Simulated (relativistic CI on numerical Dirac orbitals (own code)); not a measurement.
**Energy levels of Gd⁶²⁺**

Calculated at this level of theory: Dirac-Coulomb-Breit CI, orbitals from a KLI potential per configuration, model QED (radiative potential, 1s self-energy scaled to tabulated hydrogen-like ionisation energies), unscaled Slater integrals (own radial code, finite nucleus).

Configurations in the expansion: 1s², 1s2s, 1s2p, 1s3s, 1s3p, 1s3d, 1s4s, 1s4p, 1s4d, 1s4f, 1s5s, 1s5p, 1s5d, 1s5f, 1s5g, 1s6s, 1s6p, 1s6d, 2s². Levels of other configurations are missing.

```csv
No.,Configuration,Term,J,E (eV),%,Next component (%),Landé g
1,1s²,¹S,0,0.0,100,,
2,1s2s,³S,1,43145.5,100,,1.906
3,1s2p,³P°,1,43241.3,69,31 ¹P°,1.247
4,1s2p,³P°,0,43260.0,100,,
5,1s2s,¹S,0,43260.1,100,,
6,1s2p,³P°,2,44062.6,100,,1.441
7,1s2p,¹P°,1,44105.2,69,31 ³P°,1.160
8,1s3s,³S,1,51391.2,100,,1.917
9,1s3p,³P°,1,51417.0,68,32 ¹P°,1.258
10,1s3s,¹S,0,51421.7,100,,
11,1s3p,³P°,0,51421.9,100,,
12,1s3p,³P°,2,51661.3,100,,1.453
13,1s3d,³D,2,51670.6,60,40 ¹D,1.052
14,1s3d,³D,1,51673.2,100,,0.521
15,1s3p,¹P°,1,51673.8,68,32 ³P°,1.180
16,1s3d,³D,3,51744.0,100,,1.298
17,1s3d,¹D,2,51746.1,60,40 ³D,1.078
18,1s4s,³S,1,54230.9,100,,1.921
19,1s4p,³P°,1,54241.4,68,32 ¹P°,1.261
20,1s4s,¹S,0,54243.3,100,,
21,1s4p,³P°,0,54243.3,100,,
22,1s4p,³P°,2,54343.9,100,,1.457
23,1s4d,³D,2,54347.8,60,40 ¹D,1.057
24,1s4d,³D,1,54348.9,100,,0.528
25,1s4p,¹P°,1,54349.1,68,32 ³P°,1.188
26,1s4d,³D,3,54378.9,100,,1.303
27,1s4f,³F°,3,54379.1,57,43 ¹F°,1.016
28,1s4f,³F°,2,54379.6,100,,0.684
29,1s4d,¹D,2,54379.8,60,40 ³D,1.084
30,1s4f,³F°,4,54394.3,100,,1.225
31,1s4f,¹F°,3,54394.7,57,43 ³F°,1.048
32,1s5s,³S,1,55528.1,100,,1.922
33,1s5p,³P°,1,55533.4,68,32 ¹P°,1.263
34,1s5s,¹S,0,55534.4,100,,
35,1s5p,³P°,0,55534.4,100,,
36,1s5p,³P°,2,55585.6,100,,1.459
37,1s5d,³D,2,55587.6,60,40 ¹D,1.059
38,1s5d,³D,1,55588.1,100,,0.532
39,1s5p,¹P°,1,55588.3,68,32 ³P°,1.191
40,1s5d,³D,3,55603.5,100,,1.305
41,1s5f,³F°,3,55603.6,57,43 ¹F°,1.018
42,1s5f,³F°,2,55603.9,100,,0.686
43,1s5d,¹D,2,55604.0,60,40 ³D,1.087
44,1s5f,³F°,4,55611.4,100,,1.228
45,1s5g,³G,4,55611.4,55,45 ¹G,1.005
46,1s5g,³G,3,55611.6,100,,0.764
47,1s5f,¹F°,3,55611.6,57,43 ³F°,1.050
48,1s5g,³G,5,55616.1,100,,1.181
49,1s5g,¹G,4,55616.2,55,45 ³G,1.033
50,1s6s,³S,1,56226.0,100,,1.923
51,1s6p,³P°,1,56229.0,68,32 ¹P°,1.264
52,1s6p,³P°,0,56229.6,100,,
53,1s6s,¹S,0,56229.6,100,,
54,1s6p,³P°,2,56259.1,100,,1.460
55,1s6d,³D,2,56260.2,60,40 ¹D,1.060
56,1s6d,³D,1,56260.5,100,,0.533
57,1s6p,¹P°,1,56260.6,68,32 ³P°,1.193
58,1s6d,³D,3,56269.4,100,,1.306
59,1s6d,¹D,2,56269.7,60,40 ³D,1.089
```

Energies count from the lowest computed level; ° marks odd parity.

The mean weight of the leading LS term, summed over parents, in these 59 levels is 85 %, and that of the leading jj configuration (from the same eigenvectors) 100 %, so jj coupling describes them better and the LS labels are nominal.

At this charge energies of transitions that change n are usually good to better than 1 %, and those within a shell (Δn = 0) to a few per cent.

LS names give the leading component of a level, which can be under half, so a name can repeat, a term be missing and a line seem to break the LS rules.
